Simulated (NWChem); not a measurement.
arsenic trifluoride (AsF3); SMILES F[As](F)F

```xyz
4

F      1.0569     1.0569    -0.4873
As     0.0000     0.0000     0.3987
F     -1.4438     0.3869    -0.4873
F      0.3869    -1.4438    -0.4873
```
Atoms are numbered in this order, from 1.

All runs: NWChem. Geometry: optimised at B3LYP/6-31G* (spherical d). B3LYP is NWChem's, with the RPA form of VWN correlation.

Problem. Among these, which level gives the highest value of “highest occupied level (eV)”?
(A) B3LYP/def2-QZVP
(B) B3LYP/pcseg-1
(C) B3LYP/3-21G
(D) B3LYP/aug-pcseg-1

Solution. C, B3LYP/3-21G. Values: B3LYP/aug-pcseg-1 -9.96; B3LYP/def2-QZVP -9.86; B3LYP/pcseg-1 -9.81; B3LYP/3-21G -8.65
